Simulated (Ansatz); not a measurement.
Ansatz (a program for electronic structure) input:

Ansatz 0.2 input:
```yaml
crystal:
  periodic: [false, false, false]
  atoms:
    - {symbol: W, position_ang: [0.03710101, 0.05296509, 0.04995165]}
    - {symbol: O, position_ang: [1.51758210, -0.55095755, -0.55741779]}
    - {symbol: O, position_ang: [-0.51686346, -0.91891025, 1.34379327]}
    - {symbol: F, position_ang: [-1.19458044, 0.87105840, -1.10971402]}
basis:
  gaussian:
    orbitals: def2-TZVP
hamiltonian:
  xc: b3lyp
  dispersion: d3bj
magnetization: {spin_polarized: true, initial_magnetization: 1}
phonons: {temperatures: {t_min: 298.15, t_max: 298.15, t_step: 100}}
```

Which total energy does the run end on?

-317.65008 Eh (B3LYP-D3(BJ)/def2-TZVP). The basis has 133 functions.

The spin state was set by rule; other spins were not relaxed.
